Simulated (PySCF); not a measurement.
# Radial density of Cl²⁺ (chlorine, charge +2)

UHF, [Ne] 3s2 3p3, high-spin 4S determinant. Computed with PySCF 2.14 in 6-31G* (4s3p1d, 18 functions), with no relativity, point nucleus.

| r (bohr) | 4πr²ρ (e/bohr) | 4πr²(ρα − ρβ) |
| --- | --- | --- |
| 0.00170 | 0.1081 | 0.0000 |
| 0.00285 | 0.2984 | 0.0000 |
| 0.00480 | 0.7958 | 0.0001 |
| 0.00808 | 2.003 | 0.0003 |
| 0.0136 | 4.716 | 0.0008 |
| 0.0228 | 9.737 | 0.0026 |
| 0.0384 | 16.38 | 0.0103 |
| 0.0646 | 19.59 | 0.0447 |
| 0.109 | 15.36 | 0.1686 |
| 0.183 | 13.95 | 0.4081 |
| 0.308 | 19.34 | 0.4037 |
| 0.517 | 11.37 | 0.0012 |
| 0.870 | 3.454 | 1.0680 |
| 1.46 | 3.709 | 2.1620 |
| 2.46 | 0.8342 | 0.5697 |
| 4.14 | 0.01901 | 0.0146 |
| 6.97 | 1.348e-05 | 0.0000 |
